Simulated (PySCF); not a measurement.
NICS in isomers of C4H6ClN3.

NICS = −σ at a ghost point: NICS(0) at the centroid of the ring atoms, NICS(1) 1 Å to either side along the normal of their mean plane, zz for the tensor component along that normal. Level: GIAO PBE0/pcSseg-1 (PySCF, non-relativistic, gas phase) on the GFN2-xTB geometries, one conformer each. Atom numbers follow the mapped SMILES.

Question: Order these rings by mean NICS(1)zz, lowest (most negative) first (ppm).
A. ring C2–N3–N4–C5–N7 in `[CH3:1][c:2]1[n:3][n:4][c:5]([Cl:6])[n:7]1[CH3:8]`
B. ring N3–C4–C5–N7–N8 in `[CH3:1][CH2:2][n:3]1[cH:4][c:5]([Cl:6])[n:7][n:8]1`
C. ring C2–N3–N4–N6–C7 in `[CH3:1][c:2]1[n:3][n:4]([CH3:5])[n:6][c:7]1[Cl:8]`

Answer: B (-31.0), C (-29.3), A (-26.7).

```csv
SMILES,ring,NICS(0),NICS(1),NICS(1)zz,HOMA,rms pucker (Å),ring atoms with four or more neighbours
CCn1cc(Cl)nn1,5-membered ring with 3 N; formal bonds all aromatic,-13.2,-12.6,-31.0,0.96,0.00,0
Cc1nn(C)nc1Cl,5-membered ring with 3 N; formal bonds all aromatic,-12.4,-12.5,-29.3,0.98,0.00,0
Cc1nnc(Cl)n1C,5-membered ring with 3 N; formal bonds all aromatic,-11.1,-10.7,-26.7,0.88,0.00,0
```

NICS(0) gives the same order. The isotropic NICS(1) gives the same order. HOMA uses Krygowski's 1993 parameters. NICS(1) and NICS(1)zz are means over the two faces.
